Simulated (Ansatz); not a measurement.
Geometry optimisation, RKS BHLYP-D4/def2-SVP in Ansatz 0.2.0.

The input (input.yaml):

```yaml
crystal:
  periodic: [false, false, false]
  atoms:
    - { symbol: Ta, position_ang: [0.0, 0.0, 0.0] }
    - { symbol: O, position_ang: [2.02, 0.0, 0.0] }
    - { symbol: H, position_ang: [2.3571, -0.5308, 0.7903] }
    - { symbol: "N", position_ang: [0.0, 0.0, 2.16] }
    - { symbol: H, position_ang: [-0.2456, -0.8845, 2.69] }
    - { symbol: H, position_ang: [0.2456, 0.8845, 2.69] }
    - { symbol: Cl, position_ang: [0.0, 0.0, -2.47] }
    - { symbol: Cl, position_ang: [-1.235, 2.139, 0.0] }
    - { symbol: Cl, position_ang: [-1.235, -2.139, 0.0] }
basis:
  gaussian: { orbitals: def2-SVP }
hamiltonian:
  xc: { name: BHLYP }
  dispersion: d4
relax:
  f_tol: 0.02
  max_steps: 40
```

Run as:

```bash
$ ansatz run input.yaml --threads 2 --pin off --max-ram 3072MiB --backend cpu --events-out ev --progress --plain --runs-dir out
```

**Question.** Where does it end, and by what steps?

**Answer.** The forces met the threshold. After 14 steps the energy has fallen by 1.897 eV; Cl8 moved furthest, 1.52 Å.

| step | energy less start (eV) | largest force component (eV/Å) | accepted |
| --- | --- | --- | --- |
| 0 | 0.0000 | 2.690 | yes |
| 1 | -1.2955 | 1.220 | yes |
| 2 | -1.3966 | 2.085 | yes |
| 3 | -1.5119 | 0.651 | yes |
| 4 | -1.5529 | 0.534 | yes |
| 5 | -1.6015 | 0.304 | yes |
| 6 | -1.6603 | 0.440 | yes |
| 7 | -1.7309 | 0.416 | yes |
| 8 | -1.7917 | 0.329 | yes |
| 9 | -1.8403 | 0.279 | yes |
| 10 | -1.8732 | 0.315 | yes |
| 11 | -1.8942 | 0.170 | yes |
| 12 | -1.8963 | 0.076 | yes |
| 13 | -1.8965 | 0.071 | yes |
| 14 | -1.8966 | 0.017 | yes |

```xyz
9
Properties=species:S:1:pos:R:3
Ta 0.193 -0.057 0.122
O 2.033 -0.176 -0.106
H 2.918 -0.233 0.241
N -0.608 -0.007 1.908
H -0.897 -0.828 2.416
H -0.789 0.844 2.417
Cl -1.125 0.029 -1.783
Cl 0.242 2.290 0.325
Cl -0.060 -2.392 0.322
```

Whether the end is a true minimum wasn't checked by a vibrational analysis.

Time of the run: 84 s on 2 threads of Arm Neoverse V2, on a shared host, peak memory 0.36 GiB.
